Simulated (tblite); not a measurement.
A geometry optimisation, step by step.

C4H13BSi.
Atom-mapped SMILES: `[BH2:1][C@H:2]([CH3:3])[SiH2:4][CH2:5][CH3:6]` (hydrogens: H7, H8 on B1; H9 on C2; H10, H11, H12 on C3; H13, H14 on Si4; H15, H16 on C5; H17, H18, H19 on C6)

Computed with GFN2-xTB (tblite), gas phase: L-BFGS steps from a force-field or distance-geometry start until the largest atomic force falls under 0.01 eV/Å. 6 of its 128 geometries are shown.

Step 0: E = -492.5046 eV, largest atomic force 1.992 eV/Å
```
atom  x, y, z in Å  |  force x, y, z in eV/Å
B1     -1.283   -1.365   -0.859    1.425   0.183   0.611
C2     -1.423   -0.102    0.110    0.541  -1.876   0.394
C3     -2.564    0.708   -0.385   -1.586   0.884  -0.619
Si4     0.180    0.863   -0.109   -0.313   0.511   0.324
C5      1.514   -0.422   -0.256   -0.229  -0.788  -0.413
C6      2.830   -0.007    0.319    1.309  -0.320   0.331
H7     -1.292   -2.449   -0.398   -0.352   0.082  -0.290
H8     -0.660   -1.158   -1.848   -0.879  -0.307  -0.121
H9     -1.533   -0.450    1.165   -0.290   0.430  -0.601
H10    -2.201    1.315   -1.234   -0.579  -0.164   0.351
H11    -3.403    0.068   -0.769    0.524   0.626   0.474
H12    -2.959    1.385    0.394    0.094  -0.257  -0.462
H13     0.043    1.581   -1.358    0.120   0.369  -0.364
H14     0.413    1.815    0.968    0.015   0.141   0.202
H15     1.658   -0.617   -1.333   -0.126  -0.370   0.515
H16     1.175   -1.350    0.248    0.123   0.396  -0.518
H17     3.295   -0.909    0.762    0.188   0.638  -0.210
H18     2.721    0.739    1.117    0.213  -0.197  -0.389
H19     3.480    0.365   -0.497   -0.199   0.020   0.785
```

Step 25: E = -493.2735 eV, largest atomic force 0.314 eV/Å
```
atom  x, y, z in Å  |  force x, y, z in eV/Å
B1     -1.355   -1.413   -0.944    0.153   0.062   0.267
C2     -1.478   -0.120   -0.095   -0.088  -0.075   0.038
C3     -2.663    0.774   -0.465   -0.022   0.054  -0.015
Si4     0.204    0.835   -0.127    0.184  -0.227   0.083
C5      1.637   -0.441   -0.150    0.166  -0.036   0.056
C6      3.005    0.031    0.366   -0.031   0.002  -0.004
H7     -0.950   -2.372   -0.419    0.104  -0.183  -0.044
H8     -1.655   -1.459   -2.062   -0.112   0.058  -0.280
H9     -1.583   -0.394    0.959   -0.048   0.014   0.057
H10    -2.528    1.211   -1.447    0.030   0.090  -0.075
H11    -3.579    0.190   -0.491   -0.072  -0.104  -0.008
H12    -2.825    1.571    0.257    0.175   0.114   0.017
H13     0.310    1.736   -1.288   -0.044  -0.026   0.111
H14     0.251    1.568    1.158    0.035   0.073  -0.182
H15     1.780   -0.839   -1.159   -0.074   0.106   0.011
H16     1.326   -1.306    0.442    0.018   0.094   0.092
H17     3.650   -0.827    0.572   -0.061   0.068  -0.100
H18     2.927    0.601    1.290   -0.158  -0.038  -0.034
H19     3.516    0.663   -0.361   -0.156  -0.045   0.009
```

Step 51: E = -493.3861 eV, largest atomic force 0.109 eV/Å
```
atom  x, y, z in Å  |  force x, y, z in eV/Å
B1     -1.386   -1.435   -1.017    0.018   0.083  -0.069
C2     -1.517   -0.192   -0.102    0.001   0.002   0.009
C3     -2.596    0.835   -0.458    0.038  -0.045   0.042
Si4     0.194    0.702   -0.091    0.059  -0.064  -0.003
C5      1.638   -0.539   -0.035   -0.011   0.024  -0.005
C6      2.963    0.106    0.361   -0.055  -0.028  -0.022
H7     -0.836   -2.387   -0.618   -0.018  -0.044   0.018
H8     -1.791   -1.435   -2.115   -0.008   0.035  -0.007
H9     -1.663   -0.508    0.935   -0.006   0.078   0.031
H10    -2.496    1.164   -1.490   -0.004  -0.052   0.016
H11    -3.583    0.395   -0.332   -0.056   0.001  -0.041
H12    -2.541    1.717    0.179    0.028  -0.018   0.027
H13     0.309    1.549   -1.289    0.021  -0.010   0.006
H14     0.244    1.582    1.093   -0.038  -0.033  -0.039
H15     1.756   -0.997   -1.019   -0.041  -0.033   0.040
H16     1.412   -1.351    0.661    0.034   0.043  -0.036
H17     3.771   -0.622    0.352    0.009  -0.034   0.010
H18     2.895    0.527    1.361    0.024   0.049  -0.030
H19     3.216    0.899   -0.338    0.005   0.044   0.053
```

Step 76: E = -493.3999 eV, largest atomic force 0.032 eV/Å
```
atom  x, y, z in Å  |  force x, y, z in eV/Å
B1     -1.398   -1.405   -1.060   -0.009  -0.014   0.013
C2     -1.534   -0.211   -0.089    0.012   0.003  -0.009
C3     -2.597    0.833   -0.430    0.011  -0.009   0.023
Si4     0.195    0.649   -0.106    0.002  -0.005  -0.006
C5      1.653   -0.567    0.013   -0.015   0.009   0.011
C6      2.966    0.134    0.350   -0.012  -0.004  -0.007
H7     -0.944   -2.418   -0.687    0.007   0.001  -0.015
H8     -1.719   -1.294   -2.180    0.006  -0.011  -0.017
H9     -1.678   -0.525    0.949    0.008  -0.002  -0.017
H10    -2.503    1.158   -1.464    0.004  -0.010   0.021
H11    -3.590    0.407   -0.299   -0.025   0.013  -0.016
H12    -2.521    1.712    0.209    0.007   0.007   0.015
H13     0.344    1.445   -1.335    0.005   0.007  -0.009
H14     0.205    1.579    1.037    0.008  -0.008   0.000
H15     1.764   -1.092   -0.938   -0.010   0.014   0.009
H16     1.460   -1.336    0.762   -0.009   0.015   0.017
H17     3.799   -0.566    0.327    0.015  -0.012   0.013
H18     2.920    0.578    1.341   -0.013   0.001  -0.005
H19     3.168    0.928   -0.363    0.009   0.004  -0.019
```

Step 102: E = -493.4131 eV, largest atomic force 0.031 eV/Å
```
atom  x, y, z in Å  |  force x, y, z in eV/Å
B1     -1.416   -1.343   -1.231    0.001  -0.007  -0.007
C2     -1.520   -0.252   -0.143   -0.010  -0.010  -0.004
C3     -2.596    0.817   -0.334   -0.006   0.001  -0.001
Si4     0.201    0.619   -0.148    0.005   0.011   0.015
C5      1.643   -0.578    0.168   -0.007   0.001   0.006
C6      2.972    0.154    0.316    0.003   0.010  -0.003
H7     -0.929   -2.379   -0.979    0.001  -0.002  -0.002
H8     -1.784   -1.135   -2.323    0.000   0.005   0.012
H9     -1.621   -0.669    0.863    0.007  -0.008   0.006
H10    -2.516    1.270   -1.318   -0.006   0.004   0.003
H11    -3.588    0.376   -0.246   -0.003  -0.011  -0.007
H12    -2.514    1.607    0.412    0.006   0.006   0.000
H13     0.405    1.333   -1.418    0.017  -0.003   0.003
H14     0.160    1.617    0.938   -0.002   0.008  -0.013
H15     1.721   -1.298   -0.649   -0.006   0.007   0.002
H16     1.459   -1.159    1.073   -0.009  -0.005  -0.001
H17     3.785   -0.543    0.514   -0.016   0.013  -0.008
H18     2.923    0.867    1.137    0.016  -0.018  -0.020
H19     3.206    0.704   -0.593    0.009  -0.003   0.021
```

Step 127: E = -493.4144 eV, largest atomic force 0.009 eV/Å
```
atom  x, y, z in Å  |  force x, y, z in eV/Å
B1     -1.412   -1.331   -1.256    0.003  -0.001  -0.005
C2     -1.510   -0.254   -0.152    0.000   0.001  -0.002
C3     -2.601    0.804   -0.318   -0.004   0.001  -0.001
Si4     0.203    0.633   -0.156    0.000  -0.001  -0.009
C5      1.633   -0.567    0.200    0.000   0.002  -0.001
C6      2.975    0.146    0.313    0.004   0.001   0.002
H7     -0.916   -2.367   -1.030    0.004   0.002   0.008
H8     -1.801   -1.108   -2.339   -0.001   0.006  -0.001
H9     -1.596   -0.688    0.848   -0.005  -0.002   0.000
H10    -2.531    1.280   -1.293    0.005  -0.003  -0.001
H11    -3.587    0.347   -0.239   -0.002   0.000   0.004
H12    -2.526    1.579    0.443   -0.003  -0.001   0.003
H13     0.435    1.317   -1.438   -0.001  -0.003   0.000
H14     0.143    1.660    0.900    0.005   0.001   0.001
H15     1.694   -1.315   -0.593   -0.001   0.001  -0.001
H16     1.446   -1.115    1.125   -0.003  -0.002   0.004
H17     3.779   -0.561    0.513   -0.002   0.003  -0.002
H18     2.954    0.875    1.119   -0.001  -0.002  -0.001
H19     3.207    0.673   -0.610    0.002  -0.002   0.001
```

Problem. Summarise the path.

Solution. The energy falls by 20.98 kcal/mol from step 0 to step 127; nine tenths of that is first reached at step 31. It rises by more than 0.2 meV at step 26. The largest force goes from 1.992 to 0.009 eV/Å. Among the bonds B1–C2 changes most, from 1.598 to 1.545 Å; the atoms move by 0.587 Å rms after alignment.

Problem. Follow the three bonds and two angles with the largest change from start to end.

Solution. 
| step | E above end (kcal/mol) | largest force (eV/Å) | B1–C2 (Å) | C2–Si4 (Å) | C2–C3 (Å) | B1–C2–C3 (°) | C2–Si4–C5 (°) |
| --- | --- | --- | --- | --- | --- | --- | --- |
| 0 | 20.98 | 1.992 | 1.598 | 1.884 | 1.484 | 107.2 | 105.5 |
| 6 | 10.67 | 0.469 | 1.570 | 1.910 | 1.530 | 113.9 | 103.2 |
| 11 | 7.98 | 0.367 | 1.568 | 1.943 | 1.547 | 112.6 | 104.4 |
| 17 | 5.35 | 0.303 | 1.565 | 1.926 | 1.539 | 115.0 | 108.0 |
| 22 | 4.18 | 0.296 | 1.550 | 1.950 | 1.530 | 115.2 | 108.7 |
| 28 | 2.69 | 0.260 | 1.550 | 1.934 | 1.534 | 114.4 | 109.3 |
| 33 | 1.65 | 0.162 | 1.549 | 1.925 | 1.530 | 115.5 | 110.2 |
| 39 | 1.16 | 0.088 | 1.547 | 1.932 | 1.528 | 115.7 | 110.4 |
| 44 | 0.96 | 0.095 | 1.548 | 1.934 | 1.530 | 116.1 | 110.9 |
| 50 | 0.70 | 0.110 | 1.549 | 1.929 | 1.530 | 117.2 | 111.8 |
| 55 | 0.52 | 0.062 | 1.547 | 1.929 | 1.529 | 117.8 | 112.1 |
| 61 | 0.43 | 0.051 | 1.545 | 1.930 | 1.528 | 117.4 | 112.6 |
| 66 | 0.39 | 0.031 | 1.545 | 1.931 | 1.529 | 117.3 | 112.9 |
| 72 | 0.36 | 0.044 | 1.544 | 1.929 | 1.528 | 117.0 | 113.2 |
| 77 | 0.33 | 0.034 | 1.545 | 1.932 | 1.529 | 116.6 | 113.6 |
| 83 | 0.29 | 0.058 | 1.545 | 1.930 | 1.529 | 116.3 | 113.7 |
| 88 | 0.22 | 0.113 | 1.547 | 1.937 | 1.530 | 116.6 | 113.4 |
| 94 | 0.10 | 0.110 | 1.544 | 1.929 | 1.529 | 116.9 | 113.0 |
| 99 | 0.04 | 0.031 | 1.545 | 1.930 | 1.528 | 116.9 | 113.1 |
| 105 | 0.02 | 0.021 | 1.545 | 1.930 | 1.529 | 117.0 | 113.0 |
| 110 | 0.02 | 0.019 | 1.545 | 1.929 | 1.528 | 116.9 | 112.8 |
| 116 | 0.01 | 0.013 | 1.545 | 1.930 | 1.528 | 116.9 | 112.7 |
| 121 | 0.01 | 0.016 | 1.546 | 1.929 | 1.528 | 116.8 | 112.5 |
| 127 | 0.00 | 0.009 | 1.545 | 1.929 | 1.528 | 116.7 | 112.2 |

What follows is the cost of the whole relaxation. The run took 0.64 s on an Arm Neoverse V2 with one thread, shared host with 96 logical CPUs at a one-minute load of 12.
